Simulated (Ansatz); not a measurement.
Consider the ligand exchange at a B–O bond: `[SiH3]OB(S)S` + CH₃OH → `COB(S)S` + silanol.

Gas-phase electronic energies from Ansatz, PBE0-D4/def2-TZVP geometries. CCSD(T)/CBS is the MP2 limit (def2-TZVPP, def2-QZVPP) plus CCSD(T) − MP2 in def2-TZVPP, frozen cores. This one scheme is used for every species. DFT in def2-TZVPP. Each species was taken in one conformer, which may not be the lowest.

`[SiH3]OB(S)S`:

```xyz
10

Si   -0.182    1.299    1.271
O    -0.437    0.411   -0.099
B     0.079   -0.684   -0.698
S     1.479   -1.573    0.057
S    -0.612   -1.288   -2.262
H     1.014    0.802    1.996
H    -1.385    1.178    2.127
H     0.014    2.709    0.862
H     1.582   -2.517   -0.890
H    -1.552   -0.335   -2.364
```

CH₃OH:

```xyz
6

C    -0.215    0.201    0.201
O     0.389   -0.982   -0.270
H    -0.910   -0.087    0.990
H    -0.783    0.720   -0.581
H     0.514    0.901    0.629
H     1.005   -0.753   -0.968
```

`COB(S)S`:

Cartesian coordinates in Å:
```
C -1.153 0.784 -0.841
O 0.215 0.538 -0.575
B 0.613 -0.342 0.368
S 2.386 -0.605 0.649
S -0.610 -1.265 1.357
H -1.204 1.533 -1.629
H -1.654 -0.128 -1.179
H -1.662 1.163 0.049
H 2.788 0.269 -0.288
H 0.283 -1.947 2.089
```

`O[SiH3]`:

Cartesian coordinates in Å:
```
O -1.047 0.451 0.585
Si 0.386 -0.007 -0.087
H -1.832 -0.045 0.347
H 0.739 -1.409 0.273
H 1.403 0.922 0.454
H 0.352 0.088 -1.572
```

(1) Is it downhill or uphill in electronic energy at CCSD(T)/CBS, and by how much? (Estimate.)

(2) What do these levels give: PBE0-D4, ωB97X-V, ωB97M-V, PBE0, SCS-MP2/def2-TZVPP, HF/CBS(def2)? (An estimate is asked.)

Largest T1 diagnostic among the species: 0.013.

Answers

(1) The calculation gave: Downhill: ΔE = -4.6 kJ/mol.

(2) The calculation gave: PBE0-D4 -3.8, ωB97X-V -5.4, ωB97M-V -5.8, PBE0 -5.1, SCS-MP2/def2-TZVPP -5.5, HF/CBS(def2) 1.3 kJ/mol.

In def2-TZVPP, CCSD(T) changes the Hartree–Fock value by −6.0 kJ/mol (the triples alone add −1.1 kJ/mol) and MP2 by −7.7 kJ/mol.
